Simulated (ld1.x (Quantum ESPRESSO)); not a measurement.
# Before and after: PAW potential for Pt (Z = 78)

- Element: platinum (Pt)
- Generator: ld1.x (Quantum ESPRESSO) 7.5
- Type: PAW
- Functional: PBE
- Relativity: scalar-relativistic
- Frozen core: [Xe] 4f14
- Valence charge: 10
- Reference configuration: 5d9 6s0 6p0 (charge +1)
- Partial waves: 6s (bound, empty): rcut 1.85, rcutus 2.25 bohr; 6s channel at 1.55 Ry: rcut 1.85, rcutus 2.25 bohr; 6p (bound, empty): rcut 3.20, rcutus 3.60 bohr; 6p channel at 1.1 Ry: rcut 3.20, rcutus 3.60 bohr; 5d (bound): rcut 1.65, rcutus 2.30 bohr; 5d channel at 0.8 Ry: rcut 1.65, rcutus 2.30 bohr
- Local potential: all-electron potential smoothed inside 2.05 bohr (lloc = -1)
- Core correction: a·sin(br)/r model core, default radius (ld1.x builds one for every PAW set, though the input has nlcc=.false.)
- Augmentation charge: BESSEL, radius 1.50 bohr

Change: all radii but the core radius scaled by about 1.26 (s 2.84, p 4.54, d 2.90 bohr, rcut 2.34/4.04/2.08); local potential all-electron potential smoothed inside 2.58 bohr (lloc = -1); augmentation BESSEL, radius 1.90 bohr.

Cutoffs: the cutoffs (Ry, on a coarse ladder) from which the occupation-weighted sum of valence levels, in a spherical-Bessel basis at the reference potential, stays within 10 and 1 mRy of its value at 400 Ry; they do not see the model core or the augmentation charge, which bear on the density cutoff. Errors are all-electron minus pseudo energies relative to the spin-unpolarised reference configuration.

**Question.** Predict the effect on cutoff, ghosts and configuration errors.

**Answer.** The potential gets softer (18 Ry and 35 Ry → 12 Ry and 21 Ry); the number of tests that count goes from 6 to 7; of the 6 tests that both files solve, the error grows in 0 and shrinks in 3 by more than 15 % and 0.3 meV (median size 15.6 → 11.7 meV); neither file shows a bound ghost at the reference potential, the only one tested. A larger radius leaves more room for a smooth pseudo-wave, so fewer plane waves are needed. That the errors move this way runs against the usual rule that smaller radii transfer better.

```tsv
quantity	base	changed
cutoff, loose	18 Ry	12 Ry
cutoff, tight	35 Ry	21 Ry
bound ghosts	none	none
tests counted (converged, no solver errors)	6 of 7	7 of 7
error for 5d9 6s1 6p0, meV [ΔE -9.19 eV]	+11	+2.2
error for 5d8 6s0 6p0, meV [ΔE 19.97 eV]	-44	-43
error for 5d7 6s0 6p0, meV [ΔE 52.18 eV]	-258	-295
error for 5d8 6s1 6p0, meV [ΔE 1.97 eV]	-20	-15
error for 5d10 6s0 6p0, meV [ΔE -9.21 eV]	-9.2	-8.5
error for 5d9 6s0 6p1, meV [ΔE -4.15 eV]	+6.9	+3.2
lowest overlap eigenvalue by channel	s 0.51, p 0.38, d 0.16	s 0.56, p 0.86, d 0.86
```

Base: Tests not counted: 5d6 6s0 6p0 (solver errors, printed error -306 eV).
